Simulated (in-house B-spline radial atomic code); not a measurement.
Radial electron density of Nd5+, [Kr] (4d3/2)4 (4d5/2)5 (4f5/2)1 (4f7/2)1 5s2 (5p1/2)1 (5p3/2)4 8s1. Method: Dirac-Hartree-Fock, average of the jj configuration, Fermi nucleus of rms radius 4.9123 fm. Calculated with an all-electron radial atomic-structure program (B-spline basis).

Columns: r (bohr), 4πr²n(r) (electrons per bohr), bar.

```
0.000867    2.518 #
  0.0011    3.758 ##
  0.0014    5.596 ##
 0.00178    8.236 ####
 0.00226    11.94 #####
 0.00287    17.06 #######
 0.00364    23.85 ##########
 0.00462    32.56 ##############
 0.00587    43.13 ###################
 0.00746    54.92 ########################
 0.00947     66.5 #############################
   0.012    75.79 #################################
  0.0153    80.68 ###################################
  0.0194    79.74 ##################################
  0.0246    74.79 ################################
  0.0313    71.04 ###############################
  0.0397    75.04 ################################
  0.0505    88.33 ######################################
  0.0641    101.9 ############################################
  0.0814    102.3 ############################################
   0.103    88.24 ######################################
   0.131       77 #################################
   0.167    83.91 ####################################
   0.212    90.74 #######################################
   0.269     71.8 ###############################
   0.342    41.94 ##################
   0.434    34.23 ###############
   0.551    39.48 #################
     0.7    31.95 ##############
   0.889    17.67 ########
    1.13    10.69 #####
    1.43    7.803 ###
    1.82    4.041 ##
    2.31    1.179 #
    2.94   0.1416 
    3.73  0.09998 
    4.74   0.0539 
    6.02  0.05352 
    7.64   0.2454 
     9.7   0.1031 
    12.3 0.008042 
    15.7 8.945e-05 
    19.9  1.3e-07 
    25.2 3.274e-12
```

On this grid the curve has 5 maxima, near 0.0153, 0.0814, 0.212, 0.551, 7.64 bohr.

The 4f5/2 radial function P(r) = rR(r), positive near the nucleus, with its small component Q(r) (sign convention: Q ≈ (P' + κP/r)/2c):

```json
{"r (bohr)": "0.0313", "P": "0.001475", "Q": "0.00107"}
{"r (bohr)": "0.0505", "P": "0.00749", "Q": "0.003321"}
{"r (bohr)": "0.0814", "P": "0.03353", "Q": "0.008858"}
{"r (bohr)": "0.131", "P": "0.1249", "Q": "0.0191"}
{"r (bohr)": "0.212", "P": "0.3678", "Q": "0.03113"}
{"r (bohr)": "0.342", "P": "0.7824", "Q": "0.03495"}
{"r (bohr)": "0.551", "P": "1.113", "Q": "0.02397"}
{"r (bohr)": "0.889", "P": "0.969", "Q": "0.008492"}
{"r (bohr)": "1.43", "P": "0.4682", "Q": "0.0008754"}
{"r (bohr)": "2.31", "P": "0.09903", "Q": "-0.0002169"}
{"r (bohr)": "3.73", "P": "0.005505", "Q": "-2.691e-05"}
```
